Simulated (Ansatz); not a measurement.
C₂H₃Cl₂FSi, SMILES [Si@H](Cl)(C(=C)Cl)F.

Geometry optimised at B3LYP-D3(BJ)/def2-SVP. The structure was generated by enumeration; whether it is a known compound was not checked. Other conformers were not sampled.

Two levels are set side by side: PBE/def2-SVPD (Ansatz, a program for electronic structure) and CAM-B3LYP/def2-SVPD (Ansatz). Energy differences of separate SCF runs at the same geometry; the states with an electron removed or added have multiplicity 2 and 2. Differences are taken from unrounded values.

```
quantity                           CAM-B3LYP    PBE  PBE minus CAM-B3LYP
---------------------------------  ---------  -----  -------------------
vertical ionisation energy (eV)        10.36  10.01                -0.35
vertical singlet–triplet gap (eV)       3.91   3.90                -0.01
```
